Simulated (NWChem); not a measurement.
# CH7NOSi; SMILES O[SiH2]NC

```xyz
11

Si    -0.4937     0.6492    -0.1591
O      0.6762     1.8037     0.1545
N     -0.2617    -0.9400     0.4639
C      0.4422    -2.0353    -0.1913
H     -1.6924     1.2230     0.4910
H     -0.6379     0.4593    -1.6296
H      1.5327     1.6741    -0.2764
H     -0.3934    -1.0848     1.4589
H      0.4689    -1.8515    -1.2707
H      1.4806    -2.1566     0.1539
H     -0.0772    -2.9899    -0.0360
```
Atoms are numbered in this order, from 1.

All runs: NWChem. All runs use the structure optimised with B3LYP/6-31G* (spherical d). Hybrids' shares of exact exchange are those that their runs print; pure functionals count as 0. The functionals differ in more than this share.

```
row                    share of exact exchange  orbital gap (eV)
---------------------  -----------------------  ----------------
PBE/def2-SVP                              0.00              5.72
BLYP/def2-SVP                             0.00              5.60
B3LYP/def2-SVP                            0.20              7.49
PBE0/def2-SVP                             0.25              8.09
Hartree-Fock/def2-SVP                     1.00          withheld
```

Question: Fit a straight line of the last column on the one before it, predict the withheld value, and compare with the run.

Answer: 
1. Means of the 4 shown rows: x = 0.113, y = 6.725. Slope Σ(x − x̄)(y − ȳ)/Σ(x − x̄)² = 0.4943/0.05188 = 9.528; intercept 5.653.
2. The shown rows scatter about the line by 0.061 (root mean square); the largest residual is -0.07, at B3LYP/def2-SVP.
3. At x = 1.00 (Hartree-Fock/def2-SVP; beyond the shown range) the line gives 15.18.
4. The run gives 14.79, -0.39 from the line, 6.4 times the scatter.
